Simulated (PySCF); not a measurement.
Input file for PySCF: D3(BJ) and D4 dispersion corrections on H4O4Si (SMILES O[Si](O)(O)O).

```python
from pyscf import gto
from pyscf.dispersion import dftd3, dftd4

mol = gto.M(
    atom='''
    O    -0.63829137   -1.21416556    0.92081112
    Si   -0.00000077    0.00000492    0.00000125
    O     0.50091566   -0.70197812   -1.40918048
    O     1.17793486    0.70687743    0.91777214
    O    -1.04059712    1.20925817   -0.42937998
    H    -1.08484921   -1.91449776    0.43064798
    H     0.58399325   -0.10533729   -2.16234358
    H     1.65709879    0.11186394    1.50641625
    H    -1.15630410    1.90787427    0.22535530
    ''',
    basis='def2-svp',
    charge=0, spin=0, verbose=0, max_memory=1800)
d3, d4 = {}, {}
for xc in ['hf', 'pbe', 'blyp', 'revpbe', 'tpss', 'r2scan', 'b3lyp', 'pbe0', 'bhlyp', 'camb3lyp', 'b2plyp']:
    d3[xc] = float(dftd3.DFTD3Dispersion(mol, xc=xc, version='d3bj', atm=False).get_dispersion()['energy'])
    print(f'D3(BJ) {xc:10s} {d3[xc]:14.8f} Eh')
for xc in ['hf', 'pbe', 'blyp', 'revpbe', 'tpss', 'r2scan', 'b3lyp', 'pbe0', 'bhlyp', 'camb3lyp', 'b2plyp']:
    d4[xc] = float(dftd4.DFTD4Dispersion(mol, xc={'camb3lyp': 'cam-b3lyp'}.get(xc, xc), atm=True).get_dispersion()['energy'])
    print(f'D4     {xc:10s} {d4[xc]:14.8f} Eh')
```

The log:

```
D3(BJ) hf            -0.04759515 Eh
D3(BJ) pbe           -0.00570454 Eh
D3(BJ) blyp          -0.01227294 Eh
D3(BJ) revpbe        -0.01436390 Eh
D3(BJ) tpss          -0.00718790 Eh
D3(BJ) r2scan        -0.00155601 Eh
D3(BJ) b3lyp         -0.01005384 Eh
D3(BJ) pbe0          -0.00493025 Eh
D3(BJ) bhlyp         -0.00798631 Eh
D3(BJ) camb3lyp      -0.00444016 Eh
D3(BJ) b2plyp        -0.00469968 Eh
D4     hf            -0.02384217 Eh
D4     pbe           -0.00645006 Eh
D4     blyp          -0.01449571 Eh
D4     revpbe        -0.02071110 Eh
D4     tpss          -0.00873279 Eh
D4     r2scan        -0.00152527 Eh
D4     b3lyp         -0.01042854 Eh
D4     pbe0          -0.00537306 Eh
D4     bhlyp         -0.00761232 Eh
D4     camb3lyp      -0.00538615 Eh
D4     b2plyp        -0.00447185 Eh
```

The run finished.

Cost: around 0.03 core-seconds (rough).
